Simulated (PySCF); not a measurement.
First SCF of a structure search on sextet RuOCl, at a hand-made bent geometry. PySCF input:

```python
from pyscf import gto, scf, dft
mol = gto.M(atom='''
Ru     0.000000     0.000000     0.000000
O     -1.400700     0.000000     0.980800
Cl     1.834900     0.000000     1.284800''',
    basis={'Ru': 'def2-TZVP', 'O': 'def2-TZVP', 'Cl': 'def2-TZVP'},
    ecp={'Ru': 'def2-TZVP'},
    charge=0, spin=5)
mf = dft.UKS(mol, xc='PBE0')
mf.grids.atom_grid = (50, 194)
aux = {'Ru': 'def2-universal-JKFIT', 'O': 'def2-universal-JKFIT', 'Cl': 'def2-universal-JKFIT'}
mf = mf.density_fit(auxbasis=aux)
mf.conv_tol = 1e-08
mf.diis_space = 10
mf.max_cycle = 60
mf.init_guess = 'minao'
mf.verbose = 4
mf.kernel()
```

Excerpt of the output (cycles alone):

```
init E= -622.265134949035
cycle= 1 E= -629.304302348061  delta_E= -7.04  |g|= 1.23  |ddm|= 2.99
cycle= 2 E= -621.218937527144  delta_E= 8.09  |g|= 3.81  |ddm|= 5.38
cycle= 3 E= -629.89679836415  delta_E= -8.68  |g|= 0.653  |ddm|= 5.15
cycle= 4 E= -629.477473719414  delta_E= 0.419  |g|= 1.21  |ddm|= 0.904
cycle= 5 E= -630.062914445946  delta_E= -0.585  |g|= 0.156  |ddm|= 0.641
cycle= 6 E= -630.071955419002  delta_E= -0.00904  |g|= 0.0682  |ddm|= 0.147
cycle= 7 E= -630.074487304409  delta_E= -0.00253  |g|= 0.0123  |ddm|= 0.0787
cycle= 8 E= -630.074614470353  delta_E= -0.000127  |g|= 0.00469  |ddm|= 0.0154
cycle= 9 E= -630.074638013027  delta_E= -2.35e-05  |g|= 0.00264  |ddm|= 0.00667
cycle= 10 E= -630.074647173371  delta_E= -9.16e-06  |g|= 0.00172  |ddm|= 0.00558
cycle= 11 E= -630.074648769426  delta_E= -1.6e-06  |g|= 0.000537  |ddm|= 0.00167
cycle= 12 E= -630.074649007989  delta_E= -2.39e-07  |g|= 0.000113  |ddm|= 0.000818
cycle= 13 E= -630.074649022413  delta_E= -1.44e-08  |g|= 3.74e-05  |ddm|= 0.000164
cycle= 14 E= -630.074649025255  delta_E= -2.84e-09  |g|= 1.94e-05  |ddm|= 8.78e-05
Extra cycle  E= -630.074649025482  delta_E= -2.27e-10  |g|= 2.87e-05  |ddm|= 3.79e-05
converged SCF energy = -630.074649025482  <S^2> = 8.7646469  2S+1 = 6.0048803
```

No lower solution of this spin was found from smeared starts or by a stability analysis within the unrestricted form.

With open d or f shells other occupations or spin states may lie lower.

The search for the lowest solution, 3 starts and the stability check together, took 10 s on 4 threads of a shared Arm Neoverse V1 host, with 108 basis functions; the process peaked at 0.41 GiB. Launch command: `OMP_NUM_THREADS=4 python axn.py task.json out`.
